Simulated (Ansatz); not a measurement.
```yaml
crystal:
  periodic: [false, false, false]
  atoms:
    - {symbol: N, position_ang: [0.070491, 2.983840, 1.075888]}
    - {symbol: C, position_ang: [0.697776, 2.132091, 0.339430]}
    - {symbol: Al, position_ang: [0.537875, 0.213700, 0.130278]}
    - {symbol: C, position_ang: [-0.962849, -1.277665, -0.242038]}
    - {symbol: C, position_ang: [0.400276, -1.975923, -0.651735]}
    - {symbol: H, position_ang: [-0.773929, 2.650994, 1.091066]}
    - {symbol: H, position_ang: [1.709836, 2.611338, 0.035008]}
    - {symbol: H, position_ang: [-1.881397, -1.338839, -0.794490]}
    - {symbol: H, position_ang: [-0.869901, -1.630594, 1.004481]}
    - {symbol: H, position_ang: [0.440934, -1.762115, -1.852707]}
    - {symbol: H, position_ang: [0.757716, -2.675161, -0.089762]}
basis:
  gaussian: {orbitals: def2-mTZVP, point_charges: [{charge: 0.50, position_ang: [4.932, 0.634, -0.171]}]}
magnetization: {spin_polarized: true, initial_magnetization: 2}
hamiltonian: {xc: {name: BHLYP}, dispersion: d3bj}
accuracy: high
output: {forces: true}
```

```sh
$ ansatz run in.yaml --threads 4 --pin off --events-out ev --progress --plain --max-ram 10444MiB
```

It prints (some lines left out):

```
Functional definition: BHLYP
2467 factors; integrals over basis functions are off by at most 5.7e-8 eV
mean field evaluation 1: about -11274.0042 eV, gradient 4.9e1 eV
mean field evaluation 2: about -11210.0218 eV, gradient 1.0e2 eV
mean field evaluation 4: about -11286.3066 eV, gradient 6.8e0 eV
mean field evaluation 8: about -11286.9951 eV, gradient 4.1e-1 eV
mean field evaluation 16: about -11287.1006 eV, gradient 1.6e-2 eV
mean field evaluation 32: about -11287.1006 eV, gradient 1.4e-5 eV
mean field -11287.10062466 eV, -414.7932972848 hartree, gradient 8.4e-8 eV, S^2 2.022391; 2 other end points of the search recorded, 0 dependent functions left out
reference -11287.10065717 eV, -414.7932984794 hartree; 23, 21 occupied and 93, 95 virtual orbitals, 2467 factors
Total energy: -11287.39289252 eV, -414.8040379305 hartree
Atom 0 at     0.070491     2.983840     1.075888 Å, force     5.483275     0.922638    -1.830343 eV/Å
Atom 1 at     0.697776     2.132091     0.339430 Å, force     2.105884     3.341373    -0.437764 eV/Å
Atom 2 at     0.537875     0.213700     0.130278 Å, force    -0.694110    -1.278581     0.459156 eV/Å
Atom 3 at    -0.962849    -1.277665    -0.242038 Å, force     5.503551    -2.279810     4.960802 eV/Å
Atom 4 at     0.400276    -1.975923    -0.651735 Å, force    -6.408850     6.977446    -7.580249 eV/Å
Atom 5 at    -0.773929     2.650994     1.091066 Å, force    -6.580918    -2.018772     1.486278 eV/Å
Atom 6 at     1.709836     2.611338     0.035008 Å, force    -1.035534    -1.407015     0.474023 eV/Å
Atom 7 at    -1.881397    -1.338839    -0.794490 Å, force     0.027938     0.206626     0.061615 eV/Å
Atom 8 at    -0.869901    -1.630594     1.004481 Å, force    -1.852929     1.232043    -3.546735 eV/Å
Atom 9 at     0.440934    -1.762115    -1.852707 Å, force     0.928727    -1.735177     3.185104 eV/Å
Atom 10 at     0.757716    -2.675161    -0.089762 Å, force     2.555393    -3.972382     2.722375 eV/Å
Dipole moment:    -0.430616    -0.695958    -0.420433 e Å
```

Hardware: 4 threads of a server CPU on a shared host. Wall time 7 s, peak host memory 0.66 GiB.
